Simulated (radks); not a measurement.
Results of a calculation; reference values are marked as such.
Species: Ni4+. Configuration: [Ne] 3s2 3p5 3d6 4s1 (not the ground configuration).

Code: a radial shooting solver on a logarithmic mesh with Libxc functionals. Model: non-relativistic Kohn-Sham, PBE, spin-polarised, spherical densities, point nucleus; open shells are filled with parallel spins first.

Energy parts (Ry):
total: -3001.17205
kinetic: 2999.25404
electron-nucleus: -7035.23619
Hartree: 1155.88744
exchange-correlation: -121.07735

Orbitals (lengths in bohr, moments of r in powers of bohr; r(max) is where P^2 peaks; r(90%) holds 90 % of the orbital's charge):
| orbital | occ. | eigenvalue (Ry) | <r^2> | r(90%) | <r> | r(max) |
|---|---|---|---|---|---|---|
| 1s up | 1 | -602.8418 | 0.004030 | 0.0977 | 0.05483 | 0.03614 |
| 1s down | 1 | -602.7934 | 0.004030 | 0.0976 | 0.05483 | 0.03614 |
| 2s up | 1 | -76.61550 | 0.07274 | 0.384 | 0.2484 | 0.2076 |
| 2s down | 1 | -76.36258 | 0.07242 | 0.383 | 0.2479 | 0.2074 |
| 2p up | 3 | -67.62407 | 0.05758 | 0.354 | 0.2167 | 0.1661 |
| 2p down | 3 | -67.41115 | 0.05729 | 0.353 | 0.2162 | 0.1660 |
| 3s up | 1 | -13.47163 | 0.6081 | 1.08 | 0.7277 | 0.6399 |
| 3s down | 1 | -12.90773 | 0.6163 | 1.09 | 0.7324 | 0.6417 |
| 3p up | 3 | -10.67949 | 0.6509 | 1.14 | 0.7464 | 0.6387 |
| 3p down | 2 | -10.12273 | 0.6637 | 1.15 | 0.7533 | 0.6415 |
| 3d up | 5 | -5.97811 | 0.7737 | 1.30 | 0.7941 | 0.5916 |
| 3d down | 1 | -5.43968 | 0.8164 | 1.34 | 0.8132 | 0.5981 |
| 4s up | 1 | -3.73133 | 4.054 | 2.74 | 1.899 | 1.727 |
| 4s down | 0 | -3.47822 | 4.172 | 2.77 | 1.926 | 1.754 |
| 4p up | 0 | -3.03589 | 4.974 | 3.05 | 2.099 | 1.895 |
| 4p down | 0 | -2.79676 | 5.147 | 3.10 | 2.134 | 1.926 |
| 4d up | 0 | -2.01214 | 7.902 | 3.87 | 2.634 | 2.380 |
| 5s up | 0 | -1.69409 | 15.81 | 5.28 | 3.760 | 3.698 |

The highest occupied level is 4s up at -50.767 eV. The density falls to 0.001 e/bohr^3 at r = 3.06 bohr. Summed over all electrons, <r^2> = 13.74 bohr^2, which gives a Langevin (diamagnetic) susceptibility term of -10.9 x 10^-6 cm^3/mol. The electron density at the nucleus is 1.497e+04 e/bohr^3. The spin density at the nucleus is 14.63 e/bohr^3 (1s -0.51, 2s -2.36, 3s 1.89, 4s 15.60), a Fermi contact field of 767 T. Spin moment in Bohr magnetons: 6. Virial ratio -V/T = 2.00064.
